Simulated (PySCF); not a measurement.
CH10FNSi3, SMILES C[Si@H](N[SiH3])[SiH2]F. Geometry optimised at B3LYP-D3(BJ)/def2-SVP. The structure was generated by enumeration; whether it is a known compound was not checked. One conformer was computed; it need not be the lowest.

Computed equilibrium geometry at B3LYP-D3(BJ)/def2-SVP (PySCF confirms it by a frequency run) as bond lengths and angles (one conformer of several):
Atoms: C1 Si2 N3 Si4 Si5 F6 H7 H8 H9 H10 H11 H12 H13 H14 H15 H16. Bonds (Å): C1–Si2 1.885, C1–H7 1.102, C1–H8 1.103, C1–H9 1.102, Si2–N3 1.750, Si2–Si5 2.360, Si2–H10 1.496, N3–Si4 1.746, N3–H11 1.018, Si4–H12 1.495, Si4–H13 1.490, Si4–H14 1.492, Si5–F6 1.643, Si5–H15 1.493, Si5–H16 1.493. Angles (°): Si2–C1–H7 110.8, Si2–C1–H8 111.1, Si2–C1–H9 110.7, H7–C1–H8 108.0, H7–C1–H9 108.0, H8–C1–H9 108.2, C1–Si2–N3 113.6, C1–Si2–Si5 109.8, C1–Si2–H10 108.6, N3–Si2–Si5 107.7, N3–Si2–H10 107.7, Si5–Si2–H10 109.4, Si2–N3–Si4 128.8, Si2–N3–H11 115.1, Si4–N3–H11 116.0, N3–Si4–H12 110.5, N3–Si4–H13 106.7, N3–Si4–H14 113.6, H12–Si4–H13 109.1, H12–Si4–H14 107.4, H13–Si4–H14 109.5, Si2–Si5–F6 107.2, Si2–Si5–H15 112.6, Si2–Si5–H16 113.3, F6–Si5–H15 107.6, F6–Si5–H16 107.7, H15–Si5–H16 108.1.
Charge 0, spin multiplicity 1.
